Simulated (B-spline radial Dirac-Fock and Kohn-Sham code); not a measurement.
**Binding energies of Si⁺ in different valence configurations**

The computed values come from a radial B-spline solver: ΔSCF Dirac-Fock with Breit, self-energy and vacuum polarisation, finite nucleus, configuration average. The model has no electron correlation.

Reference: the tabulated ground configuration [Ne] 3s2 3p1, with 2p1/2 119.5 eV, 2p3/2 118.9 eV, 3s 22.41 eV.

Shifts from the reference in eV.

```csv
configuration,average energy,2p1/2,2p3/2,3s
[Ne] 3s1 3p2,+6.91,+1.40,+1.43,+2.11
```
